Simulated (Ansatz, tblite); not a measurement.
Isomers of B₉N₉ (singlet), found by a short tight-binding search and relaxed with r2SCAN-D4/def2-SVP in Ansatz.

The xTB rows come from tblite.

Other spin states weren't relaxed.

A:

```xyz
18

B     3.1327    0.6307   -1.7073
B    -1.1770    0.1449   -3.4573
B    -3.0834   -0.2790   -1.9187
B     1.2816    0.5030   -3.3701
B    -2.3486   -0.6089    2.7002
B    -3.5411   -0.5762    0.5115
B     3.5237    0.4645    0.7484
B     2.2680    0.0743    2.8607
B    -0.0558   -0.3533    3.6327
N     3.7473    0.6182   -0.5414
N    -3.7324   -0.4799   -0.7891
N     3.2665    0.3061    2.0317
N     0.0620    0.3639   -3.8513
N    -2.4048   -0.0755   -3.0306
N     1.2478   -0.1583    3.6627
N    -3.3162   -0.6670    1.8071
N    -1.3585   -0.5448    3.5682
N     2.4884    0.6373   -2.8573
```

B:

```xyz
18

B    -0.929    2.005   -0.988
B    -2.003   -5.203   -0.394
B    -0.743   -0.111    0.523
B    -2.724   -7.645   -0.990
B    -1.392   -2.687    0.053
B     2.835    2.664    1.397
B     0.590    3.775   -1.572
B     1.228    0.938    1.869
B     2.559    4.064   -0.411
N    -0.551    3.111   -1.634
N    -2.290   -6.489   -0.590
N     0.149    0.260    1.569
N    -1.711   -3.957   -0.185
N     2.289    1.706    2.126
N     3.277    3.656    0.629
N    -1.080   -1.452    0.278
N     1.743    4.416   -1.398
N    -1.246    0.950   -0.282
```

**Question.** Estimate which lies lowest at each level, and how far above it the others are (kcal/mol).

**Answer.** 
```json
{"level": "GFN1-xTB", "A": "0.0", "B": "118.4"}
{"level": "GFN2-xTB", "A": "0.0", "B": "134.4"}
{"level": "PBE-D4/def2-TZVP", "A": "0.0", "B": "136.0"}
{"level": "r2SCAN-D4/def2-TZVP", "A": "0.0", "B": "147.2"}
{"level": "PBE0-D4/def2-TZVP", "A": "0.0", "B": "168.0"}
```
Point groups (tolerance 0.1 Å): A not assigned, B not assigned. Lower isomers may exist.
